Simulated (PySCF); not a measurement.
**Successive ionisation energies of selenium**

Calculated with PySCF 2.14, two-component X2C-1e (Gaussian nucleus, no Breit or QED terms), each ion in its own even-tempered basis; GMP2 freezes the deep shells of the larger ions and drops the highest virtual spinors; eV.

```
  ion  configuration  GHF (screened spin-orbit)  GMP2 (screened spin-orbit)         NIST            kind
 Se⁶⁺      [Ar] 3d10                     153.24                      155.37       155.33        measured
 Se⁷⁺       [Ar] 3d9                     183.93                      185.88    184 ± 2.1     theoretical
 Se⁸⁺       [Ar] 3d8                     218.78                      220.44    219 ± 2.2     theoretical
 Se⁹⁺       [Ar] 3d7                     255.61                      257.01    255 ± 2.2     theoretical
Se¹⁰⁺       [Ar] 3d6                     291.57                      292.92    291 ± 2.4     theoretical
Se¹¹⁺       [Ar] 3d5                     343.36                      343.90  342.9 ± 2.5     theoretical
Se¹²⁺       [Ar] 3d4                     383.23                      383.82      383 ± 3     theoretical
Se¹³⁺       [Ar] 3d3                     427.20                      427.58      426 ± 3     theoretical
Se¹⁴⁺       [Ar] 3d2                     472.82                      473.02      473 ± 3     theoretical
Se¹⁵⁺       [Ar] 3d1                     517.42                      517.59      517 ± 3     theoretical
Se¹⁶⁺           [Ar]                     649.54                      650.35  650.5 ± 2.1  semi-empirical
Se¹⁷⁺   [Ne] 3s2 3p5                     692.62                      693.51  693.4 ± 0.7  semi-empirical
```

(1) Where is the largest relative jump?

## Answers

(1) From Se¹⁵⁺ to Se¹⁶⁺: 517.59 to 650.35 eV, where the electron removed from [Ar] comes from a deeper shell or subshell.
